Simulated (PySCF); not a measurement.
CI3, SMILES I[C+](I)I, charge +1. Heavy atoms are numbered as in [C+:1]([I:2])([I:3])[I:4].

Coordinates come from a PBE0-D3(BJ)/def2-SVP optimisation. The def2 effective core potentials stand for the cores of I; spin–orbit coupling is left out.

Calculation: PySCF with PBE/def2-TZVP.

ESP charges are fitted to the potential on shells at 1.4 to 2.0 van der Waals radii. Atomic charges (e), one atom of each kind:

| atom | Löwdin | ESP fit | Mulliken |
|---|---|---|---|
| C1 | … | -0.46 | -0.20 |
| I2 | … | 0.49 | 0.40 |

Complete the blanks. (An estimate is asked for; the answer gives what the named calculation found.)


- C1, Löwdin: -1.00
- I2, Löwdin: 0.67

Give the Mayer and Wiberg (Löwdin basis) orders of the bonds. (Estimate from the structure and the level; the computed values follow.)


```csv
bond,Mayer,Wiberg
C1–I2,1.31,1.86
C1–I3,1.31,1.86
C1–I4,1.31,1.86
```
